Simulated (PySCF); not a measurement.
CH₃F₅Si₂, SMILES F[SiH](F)C[Si](F)(F)F. Atoms are numbered in the order given.

```xyz
11

Si    -1.7423     0.1814     0.1022
F     -1.3700     1.6045    -0.5706
F     -3.0476    -0.3803    -0.6689
C     -0.3214    -0.9862    -0.1917
Si     1.3375    -0.2715     0.1634
F      2.3813    -1.3843     0.6654
F      1.2266     0.8291     1.3326
F      1.9759     0.4414    -1.1227
H     -2.0857     0.3853     1.5206
H     -0.4650    -1.8844     0.4336
H     -0.3489    -1.3140    -1.2452
```

The structure is a stationary point at B3LYP-D3(BJ)/def2-SVP. The structure was generated by enumeration, and PubChem lists no compound with its InChIKey, so it may never have been made. The values are those of a single conformer.

Method: B3LYP/pcSseg-1 (PySCF).

GIAO shieldings, no solvent; atoms listed in one row are averaged. δ = σ(ref) − σ: ²⁹Si against TMS (σ = 338.7 ppm); ¹⁹F against CFCl3 (σ = 161.7 ppm); ¹³C against TMS (σ = 181.3 ppm); ¹H against TMS (σ = 31.68 ppm), references at their B3LYP-D3(BJ)/def2-TZVP geometries, non-relativistic.

```tsv
nucleus	atoms	count	δ (ppm)
²⁹Si	Si1	1	-10.0
²⁹Si	Si5	1	-53.6
¹⁹F	F6, F7, F8	3	-143.8
¹⁹F	F3	1	-153.1
¹⁹F	F2	1	-158.1
¹³C	C4	1	-0.3
¹H	H9	1	5.24
¹H	H11	1	0.89
¹H	H10	1	0.52
```
